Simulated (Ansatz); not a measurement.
Input for Ansatz (a program for electronic structure): R-PBE0/def2-TZVPP on AlO+, 2S+1 = 1, a spin state set in the input, which need not be the lowest. Charge +1.

Ansatz 0.2 input:
```yaml
crystal:
  periodic: [false, false, false]
  atoms:
    - {symbol: O, position_ang: [0.00000000, 0.00000000, 0.00000000]}
    - {symbol: Al, position_ang: [0.00000000, 0.00000000, 1.77600000]}
basis:
  gaussian:
    orbitals: def2-TZVPP
hamiltonian:
  xc: {name: PBE0}
total_charge: 1
relax: {f_tol: 0.002, max_steps: 120}
```

Question: What total energy does the run end on?

Answer: -317.0737 hartree.
